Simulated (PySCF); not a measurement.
C₅H₁₁OP.
Atom-mapped SMILES: `[CH3:1][O:2][C@@H:3]1[CH2:4][CH2:5][CH2:6][PH:7]1` (hydrogens: H8, H9, H10 on C1; H11 on C3; H12, H13 on C4; H14, H15 on C5; H16, H17 on C6; H18 on P7)

Structure used (GFN2-xTB), in Å, numbered top down from 1:
```xyz
18
C5H11OP angstrom
C      2.591   -0.081   -0.525
O      1.323    0.494   -0.699
C      0.505    0.494    0.452
C     -0.249   -0.824    0.674
C     -1.509   -0.768   -0.182
C     -2.154    0.581    0.117
P     -0.776    1.840    0.111
H      2.528   -1.148   -0.283
H      3.148    0.428    0.272
H      3.116    0.042   -1.470
H      1.112    0.748    1.335
H      0.381   -1.675    0.411
H     -0.520   -0.903    1.729
H     -2.185   -1.595    0.041
H     -1.228   -0.820   -1.236
H     -2.612    0.575    1.110
H     -2.923    0.859   -0.605
H     -0.556    1.760   -1.267
```

Theory: PySCF, TDDFT wB97X-D/def2-SVPD, vertical, gas phase, core orbitals frozen in the response.

Frontier orbitals with the atoms that hold most of them (Löwdin shares over 4%, at most four atoms; ? is withheld):

```
orbital  ε (eV)                            atoms
 LUMO+2    2.84     P7 37%, H18 8%, C3 8%, C1 7%
 LUMO+1    2.42     P7 24%, C1 15%, C6 8%, C3 8%
   LUMO    2.24                                ?
   HOMO       ?                                ?
 HOMO-1   -9.47     O2 48%, P7 10%, C1 8%, C3 8%
 HOMO-2  -10.44   O2 27%, C3 17%, P7 15%, C6 12%
 HOMO-3  -11.09  P7 24%, H18 16%, C6 16%, C5 10%
```

Problem. Which atoms hold the LUMO, and with what shares?

Solution. P7 (bonded to 2 C and H) 14%; C6 (bonded to C, P and 2 H) 11%; C4 (bonded to 2 C and 2 H) 9%; C5 (bonded to 2 C and 2 H) 8%. By element: carbon 28% or more, phosphorus 14%.

Problem. Give the leading atoms of the HOMO.

Solution. P7 (bonded to 2 C and H) 58%; C3 (bonded to C, O, P and H) 9%; C6 (bonded to C, P and 2 H) 8%; O2 (bonded to 2 C) 7%. By element: phosphorus 58%, carbon 16% or more, oxygen 7%.

Problem. What is the HOMO energy, and the HOMO–LUMO gap?

Solution. ε(HOMO) = -8.61 eV; the gap is 10.85 eV (0.3988 hartree).

Problem. How does S1 compare with the orbital gap of 10.85 eV?

Solution. S1 is at 6.43 eV (f = 0.043), 4.42 eV below the gap, made of HOMO→LUMO+1 (46%), HOMO→LUMO (38%). Its leading pair isn't HOMO and LUMO; the energies of that pair differ by 11.03 eV. Without the coupling terms of the response equations the lowest excitation would equal the gap.

Next come S2 at 6.69 eV (f 0.064), HOMO→LUMO+2 (54%), HOMO→LUMO+1 (20%), HOMO→LUMO (17%); S3 at 7.33 eV (f 0.037), HOMO-1→LUMO+1 (27%), HOMO→LUMO (20%), HOMO→LUMO+5 (11%); S4 at 7.63 eV (f 0.064), HOMO-1→LUMO (64%), HOMO→LUMO+3 (9%); S5 at 7.67 eV (f 0.094), HOMO-1→LUMO+1 (51%), HOMO→LUMO+3 (9%).

Löwdin shares depend on the basis, the more so with diffuse functions.

On one thread of an x86-64 server, shared host, this took 66 s.

One conformer stands for the species.
